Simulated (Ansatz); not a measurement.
Correlation energies of BClH3NO2Si (`N[Si]1(O)OB1Cl`) by basis set

Cartesian coordinates in Å:
```
N -0.079 -0.253 -1.522
Si 0.006 -0.194 0.164
O -0.647 -1.563 0.766
O -0.666 1.134 1.029
B 0.675 1.200 1.223
Cl 1.595 2.348 2.138
H 0.401 0.421 -2.094
H -0.831 -0.711 -2.012
H -0.454 -2.381 0.307
```

The species carries charge 0 and has multiplicity 1. Geometry: relaxed with PBE0-D4/def2-TZVP. It is one conformer, not always the lowest. Frozen core, restricted reference, the Gaussian-basis code of Ansatz. CBS rows extrapolate triple and quadruple zeta; past MP2 they add the triple-zeta difference.

| basis | HF (Eh) | MP2 corr. | CCSD corr. | (T) | CCSD(T) total |
| --- | --- | --- | --- | --- | --- |
| def2-SVP | ? | -0.83783 | -0.87187 | -0.02426 | ? |
| def2-TZVPP | -979.33143 | ? | -1.10426 | ? | ? |
| def2-QZVPP | ? | -1.16434 | – | – | – |
| CBS(def2) | -979.36918 | -1.22988 | -1.25827 | as TZ | -980.67417 |

Fill in the withheld values. (Best estimate.)

Ansatz gave: def2-SVP HF (Eh): -978.77149; def2-SVP CCSD(T) total: -979.66762; def2-TZVPP MP2 corr.: -1.07587; def2-TZVPP (T): -0.04672; def2-TZVPP CCSD(T) total: -980.48241; def2-QZVPP HF (Eh): -979.36461.
